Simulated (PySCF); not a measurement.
A species of formula C2H8O3SSi2 has this rotational fingerprint, computed with B3LYP/def2-SVPD in PySCF (dipole) on a GFN2-xTB geometry, gas phase:

- Rotational constants: A = 2449, B = 537.2, C = 467.4 MHz
- Dipole components: |μa| = 0.84 D, |μb| = 1.07 D, |μc| = 0.48 D
- Inertial defect: -65.90 u·Å²
- κ: -0.93

Question: Which structure is it? (One computed conformer of each.)
A. `[O:1]=[CH:2][O:3][CH2:4][Si@H:5]([OH:6])[SiH2:7][SH:8]` with O1–C2–O3–C4 -2°, C2–O3–C4–Si5 42°, O3–C4–Si5–O6 -95°, C4–Si5–O6–H 62°, C4–Si5–Si7–S8 -49°
B. `[O:1]=[C:2]([OH:3])[CH2:4][Si@H:5]([OH:6])[SiH2:7][SH:8]` with O1–C2–O3–H 1°, O1–C2–C4–Si5 63°, C2–C4–Si5–O6 -51°, C4–Si5–O6–H 29°, C4–Si5–Si7–S8 -80°
C. `[SiH3:1][O:2][CH2:3][O:4][C:5](=[S:6])[O:7][SiH3:8]` with Si1–O2–C3–O4 57°, O2–C3–O4–C5 -93°, C3–O4–C5–S6 -12°, O4–C5–O7–Si8 -5°

Answer: B. It is O=C(O)C[Si@H](O)[SiH2]S, a near-prolate asymmetric top, point group C1. The candidates at the same level (rigid rotor, commonest isotopes):

| SMILES | A (MHz) | B (MHz) | C (MHz) | μa (D) | μb (D) | μc (D) | Δ (u·Å²) | point group | rotor |
| --- | --- | --- | --- | --- | --- | --- | --- | --- | --- |
| O=C(O)C[Si@H](O)[SiH2]S | 2449 | 537.2 | 467.4 | 0.84 | 1.07 | 0.48 | -65.90 | C1 | near-prolate asymmetric top |
| O=COC[Si@H](O)[SiH2]S | 2202 | 632.9 | 513.7 | 1.39 | 0.76 | 0.55 | -44.14 | C1 | asymmetric top |
| [SiH3]OCOC(=S)O[SiH3] | 1594 | 821.2 | 677.7 | 0.87 | 2.43 | 0.79 | -186.71 | C1 | asymmetric top |

`O=COC[Si@H](O)[SiH2]S` has B 18 % too high; `[SiH3]OCOC(=S)O[SiH3]` has B 53 % too high. No structure here is proved a minimum.
